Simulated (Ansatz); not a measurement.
Relaxation of C$_{3}$H$_{11}$NO$_{3}$Si (19 atoms, charge 0, multiplicity 1), to a largest force component of 0.02 eV/Å in at most 40 steps.

Computed with RKS PBE-D4/STO-3G (Ansatz).

```xyz
19
Properties=species:S:1:pos:R:3
Si 0.000 0.000 0.000
N 0.000 0.000 1.820
C -1.216 -0.376 2.555
H -1.864 -1.000 1.905
H -0.938 -0.953 3.461
H -1.766 0.540 2.855
C 1.216 0.376 2.555
H 1.464 -0.416 3.292
H 2.058 0.494 1.842
H 1.046 1.335 3.087
O 1.584 0.000 -0.559
H 1.901 -0.952 -0.676
O -0.791 1.371 -0.559
H -1.749 1.140 -0.782
O -0.791 -1.371 -0.559
C -1.536 -2.268 0.250
H -1.225 -2.158 1.310
H -2.619 -2.040 0.157
H -1.349 -3.311 -0.083
```

Where does it end, and by what steps?

The run converged. Limits of this set-up: minimal basis. After 34 steps the energy has fallen by 1.232 eV; H4 moved furthest, 1.62 Å.

| step | energy less start (eV) | largest force component (eV/Å) | accepted |
| --- | --- | --- | --- |
| 0 | 0.0000 | 3.080 | yes |
| 2 | -0.9185 | 0.916 | yes |
| 4 | -1.0760 | 0.368 | yes |
| 6 | -1.1138 | 0.242 | yes |
| 8 | -1.1494 | 0.157 | yes |
| 10 | -1.1652 | 0.137 | yes |
| 12 | -1.1817 | 0.290 | yes |
| 14 | -1.1953 | 0.190 | yes |
| 16 | -1.2025 | 0.149 | yes |
| 18 | -1.2103 | 0.110 | yes |
| 20 | -1.2157 | 0.072 | yes |
| 22 | -1.2179 | 0.083 | yes |
| 24 | -1.2199 | 0.054 | yes |
| 26 | -1.2209 | 0.042 | yes |
| 28 | -1.2236 | 0.196 | yes |
| 30 | -1.2274 | 0.133 | yes |
| 32 | -1.2311 | 0.077 | yes |
| 34 | -1.2319 | 0.012 | yes |

```xyz
19
Properties=species:S:1:pos:R:3
Si -0.151 -0.029 0.136
N -0.030 0.313 1.844
C -1.250 0.326 2.694
H -2.121 0.588 2.057
H -1.458 -0.655 3.191
H -1.159 1.090 3.499
C 1.209 -0.045 2.582
H 1.182 -1.069 3.034
H 2.071 0.005 1.884
H 1.390 0.676 3.411
O 1.276 0.574 -0.606
H 1.520 -0.203 -1.245
O -1.641 0.742 -0.248
H -1.798 0.472 -1.233
O -0.127 -1.673 -0.448
C -1.160 -2.488 0.203
H -0.993 -2.629 1.302
H -2.200 -2.086 0.079
H -1.136 -3.498 -0.267
```

Run time: 3 min on 1 thread of Arm Neoverse V2 (shared host), peak memory 0.17 GiB.
